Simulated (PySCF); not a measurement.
## Computed structure and properties of [Dy(P5)2]+

System: [Dy(P5)2]+ (singlet in the valence; each metal's 4f electrons, 9 of them, lie in its core potential, out of spins and levels); start: template (D5d). Method: PySCF 2.14.0, RKS B3LYP, Dy lcecp-1-SVP with ECP55, P def2-SVP; non-relativistic Hamiltonian with scalar-relativistic core potentials where named; density fitting; no spin-orbit coupling.

Input of the relaxation:

```python
mol = gto.M(atom='''
Dy    -0.00000    -0.00000     0.00000
P     -0.00001     1.79998     2.25780
P     -1.71189     0.55621     2.25780
P     -1.05799    -1.45622     2.25780
P      1.05801    -1.45621     2.25780
P      1.71188     0.55624     2.25780
P      0.00001    -1.79998    -2.25780
P     -1.71188    -0.55624    -2.25780
P     -1.05801     1.45621    -2.25780
P      1.05799     1.45622    -2.25780
P      1.71189    -0.55621    -2.25780''',
    basis={'Dy': 'lcecp-1-SVP', 'P': 'def2-SVP'},
    ecp={'Dy': 'lcecp-1-SVP'},
    charge=1, spin=0)
mf = dft.RKS(mol, xc='B3LYP')
mf.grids.atom_grid = (50, 194)  # f atoms: unpruned, at least (60, 302)
mf = mf.density_fit()  # fitting sets: Dy AutoAux, P def2-universal-JKFIT
mf.conv_tol = 1e-08; mf.max_cycle = 55
mf.kernel(dm0)  # dm0: converged density of the start geometry
# quasi-Newton relaxation in Cartesian coordinates to a largest gradient under 0.00045 Eh/bohr, steps kept in the point group
```

Run from Python with OMP_NUM_THREADS=4; the lines above give its settings. Where DIIS fails, smearing, a level shift and second-order steps follow.
It took 3.1 min on 4 threads of Arm Neoverse V1, with other jobs on the host, from the converged density of the start.

Course of the relaxation:

```
step  energy above end (eV)  largest force component within the symmetry (eV/Å)
   0                 0.5919                                               0.912
   1                 0.3251                                               0.403
   2                 0.1121                                               0.204
   3                 0.0418                                               0.204
   4                 0.0072                                               0.143
   5                 0.0004                                               0.042
   6                 0.0000                                               0.008
   7                 0.0000                                               0.000
```

Relaxed geometry (D5d):

```xyz
11

Dy    0.0000    0.0000    0.0000
P     0.0000    1.8292    2.4653
P    -1.7397    0.5652    2.4653
P    -1.0752   -1.4799    2.4653
P     1.0752   -1.4798    2.4653
P     1.7397    0.5653    2.4653
P     0.0000   -1.8292   -2.4653
P    -1.7397   -0.5653   -2.4653
P    -1.0752    1.4798   -2.4653
P     1.0752    1.4799   -2.4653
P     1.7397   -0.5652   -2.4653
```

```json
{"contact": "Dy1–P6 (P5)", "Å": "3.070"}
{"contact": "Dy1–P8 (P5)", "Å": "3.070"}
```

On the finer grid (75, 302):

* HOMO: -10.96 eV
* LUMO: -8.35 eV
* Dipole about the centre of mass: 0.00 D
* Set of Mulliken populations of Dy1 outside the core potential: s 2.47, p 6.56, d 1.20, f 0.02
* D3(BJ) dispersion energy (not in the energies): -2.193 eV

```
atom  Mulliken (e)  Löwdin (e)  spin (e)
 Dy1          0.74       -0.53      0.00
  P2          0.03        0.15      0.00
  P3          0.03        0.15      0.00
  P4          0.03        0.15      0.00
  P5          0.03        0.15      0.00
  P6          0.03        0.15      0.00
  P7          0.03        0.15      0.00
  P8          0.03        0.15      0.00
  P9          0.03        0.15      0.00
 P10          0.03        0.15      0.00
 P11          0.03        0.15      0.00
```

The 4f levels lie in the core potential and are missing. Their spin isn't counted.

No frequency check is given for this geometry.

Taking off one P5 (charge -1, singlet; the rest: singlet) in vacuum, both parts rigid, costs 11.44 eV; the small basis without counterpoise inflates it. Most of it is the attraction of opposite charges; other ways to part are cheaper, and one spin state was tried for the rest.

Rigid scan of P5 along the line from its metal:

```
distance to the ring centre (Å)  energy (eV)
                           2.17        0.446
                           2.27        0.183
                           2.37        0.042
                           2.47        0.000
                           2.57        0.037
                           2.67        0.136
                           2.87        0.467
                           3.17        1.150
                           3.57        2.158
```

One start shape was tried, so this needn't be the lowest isomer.

An lcecp potential fixes the number of 4f electrons, so in runs with it no electron can move into or out of that shell.
